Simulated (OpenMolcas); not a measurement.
F²⁺: effect of the active space

* Program: OpenMolcas
* Method: CASSCF or its RAS form
* Basis: ANO-RCC-VQZP
* Scalar Hamiltonian: DKH2, point nucleus
* Spin-orbit coupling: state interaction with AMFI integrals over the reference wave functions, term energies averaged over their components

A. 3 electrons in 3 orbitals (2p); 2S+1 = 4 odd, 1 root; 2S+1 = 2 odd, 8 roots; cost about 4 core-seconds
B. 5 electrons in 4 orbitals (2s 2p); 2S+1 = 4 odd, 1 root; 2S+1 = 2 odd, 8 roots; 2S+1 = 4 even, 3 roots; 2S+1 = 2 even, 9 roots; cost of the order of 17 core-seconds
C. 5 electrons in 8 orbitals (2s 2p 3s 3p); 2S+1 = 4 odd, 1 root; 2S+1 = 2 odd, 8 roots; 2S+1 = 4 even, 3 roots; 2S+1 = 2 even, 9 roots; cost about 30 core-seconds
D. 3 electrons in 9 orbitals (RAS2 2p; RAS3 3s 3d, at most 1 electron); 2S+1 = 4 odd, 1 root; 2S+1 = 2 odd, 8 roots; 2S+1 = 4 even, 3 roots; 2S+1 = 2 even, 3 roots; cost of the order of 13 core-seconds
E. 5 electrons in 9 orbitals (RAS2 2s 2p; RAS3 3d, at most 2 electrons); 2S+1 = 4 odd, 1 root; 2S+1 = 2 odd, 8 roots; 2S+1 = 4 even, 3 roots; 2S+1 = 2 even, 9 roots; cost roughly 19 core-seconds

Energies in cm-1 above 2s2 2p3 4S* 3/2.

```
          Level      A      B      C      D      E
2s2 2p3 4S* 3/2    0.0    0.0    0.0    0.0    0.0
2s2 2p3 2D* 3/2  37943  37935  37894  37943  37146
2s2 2p3 2D* 5/2  37950  37947  37915  37950  37155
2s2 2p3 2P* 1/2  62936  52052  51047  62936  55535
2s2 2p3 2P* 3/2  62945  52050  51065  62945  55531
```

Among A to E the level of the table that moves most is 2s2 2p3 2P* 1/2, by 12000 cm-1 (lowest in C, highest in A).

With the s shell closed, the reference lacks s² → p² mixing (holds for A; D). Active for correlation alone: 3p 3s; no level in the range computed is led by a configuration that fills them, so any true level of that kind is missing (holds for C). Active for correlation alone: 3d; no level in the range computed is led by a configuration that fills it, so any true level of that kind is missing (holds for E). Only configurations of the active space appear. The table leaves out levels that lie high or whose names do not pair safely across all columns.

* marks odd parity.
